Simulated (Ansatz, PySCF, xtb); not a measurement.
Torsion H3–O1–Bi2–H4 in BiH3O (SMILES [OH][BiH2]); at each angle all else is relaxed with GFN2-xTB, and the levels are single points there.
Geometry at 300° (charge 0, multiplicity 1):
```xyz
5

O      1.33496    -0.41627    -0.11854
Bi    -0.70599    -0.21045     0.33748
H      1.80844     0.35584     0.18322
H     -0.39926    -0.08127     2.08866
H     -0.65284     1.56905     0.26698
```

On the grid 0° to 330°, 60° is the highest and 300° the lowest point at MP2/CBS(def2-TZVPP, def2-QZVPP) + ΔCCSD(T)/def2-TZVPP.

Cores are frozen in the correlated methods. Filled d and f shells under p-block atoms count as core.

The values were computed with Ansatz (Gaussian orbitals); PySCF for the dispersion terms; xtb for the GFN methods.  In def2 rows elements past Kr take small-core potentials, without spin–orbit coupling.

Task: What is the computed energy at 60° less that at 300° (CCSD(T)/def2-TZVPP)?

Result: 75 meV

Task: What energy at 60° less that at 300° does GFN-FF give?

Result: -13 meV

Task: Give the energy at 60° less that at 300° at the level PBE-D3(BJ)/def2-TZVPP.

Result: 65 meV

Ansatz is an electronic-structure program.
